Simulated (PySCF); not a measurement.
H₆O₃Si₂.

```xyz
11

O      1.0891     1.6290     0.5656
Si     1.3544     0.3193    -0.4721
Si    -0.5892    -0.8489     0.0508
O     -1.0558    -0.1206     1.4737
O     -1.6451    -0.6016    -1.2168
H      1.7345     2.3430     0.5777
H      1.4788     0.7696    -1.8913
H      2.6252    -0.3889    -0.1198
H     -0.4810    -2.3071     0.3298
H     -0.6641     0.7605     1.5697
H     -2.5114    -1.0174    -1.1478
```
Charge 0, spin multiplicity 1.

The structure is a stationary point at ωB97X-D3(BJ)/def2-SVP. The values are those of a single conformer.

Calculation: PBE0/pcSseg-1 (PySCF). Non-relativistic, no solvent.

Question: Give the absolute GIAO shielding of each atom: isotropic value and principal components (ppm). (Estimate from the structure and the level; the computed values follow.)

Answer: 
```csv
atom,σ(iso),σ11,σ22,σ33,span
O1,345.6,289.8,354.8,392.2,102.4
Si2,378.0,333.2,339.5,461.4,128.3
Si3,364.4,333.7,372.5,387.1,53.4
O4,260.8,174.2,270.7,337.6,163.4
O5,262.8,211.2,273.5,303.8,92.5
H6,30.9,21.6,25.2,45.8,24.1
H7,26.2,23.5,24.5,30.6,7.1
H8,26.3,23.2,24.6,31.2,7.9
H9,26.1,22.6,24.2,31.5,8.9
H10,27.1,17.7,25.4,38.1,20.4
H11,29.0,21.9,24.0,41.2,19.2
```
